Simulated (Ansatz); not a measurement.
Frontier orbitals of `F[SiH2][SbH][SeH]`.

Cartesian coordinates in Å:
```
F -1.0720 2.1297 -0.5682
Si 0.0407 1.0356 -0.9381
Sb 0.7928 -0.1389 1.2242
Se -1.0520 -1.9075 1.0049
H -0.5627 0.0828 -1.9033
H 1.1843 1.7482 -1.5664
H 1.9386 -1.0078 0.2899
H -1.2697 -1.9421 2.4569
```

Charge 0, multiplicity 1. Correlated methods include outer-core shells of Sb, Se, which these sets cover unevenly. Scalar relativity is left out up to krypton. Sb takes the def2 core potential. The structure was optimised at the PBE0-D4/def2-TZVP level. It is one conformer, not always the lowest. Basis def2-TZVPP, Ansatz 0.2.0.

| functional | HOMO (eV) | LUMO (eV) | gap (eV) |
| --- | --- | --- | --- |
| PBE | -5.81 | -2.38 | 3.43 |
| BLYP | -5.64 | -2.27 | 3.37 |
| PBE0 | -6.93 | -1.65 | 5.28 |
| ωB97M-V | -9.01 | 0.08 | 9.09 |

From PBE to PBE0 the HOMO moves by −1.12 eV and the LUMO by +0.73 eV, and with ωB97M-V by −3.20 and +2.46 eV, so the gap grows from 3.44 to 9.09 eV with exact exchange. A positive LUMO is unbound and depends on the basis.
